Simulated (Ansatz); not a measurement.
```xyz
5

N    -0.834   -0.599    0.237
Cd    0.745    0.389   -0.488
F     2.258    1.259   -1.324
H    -0.591   -1.093    1.088
H    -1.578    0.044    0.487
```

The species carries charge 0 and has multiplicity 1. Cd: def2 effective core potential.

List the r2SCAN/def2-TZVPP orbital energies in eV (the Gaussian-basis code of Ansatz). (Best estimate.)

Computed: Occupied: -664.04, -385.14, -112.45, -72.03, -71.99, -71.88, -28.26, -21.77, -14.03, -13.77, -13.54, -13.51, -13.50, -11.65, -9.00, -8.94, -8.09, -8.08, -6.40. Lowest empty: -1.96, -0.53, -0.23, 1.25, 3.08, 3.75, 4.18, 5.98.
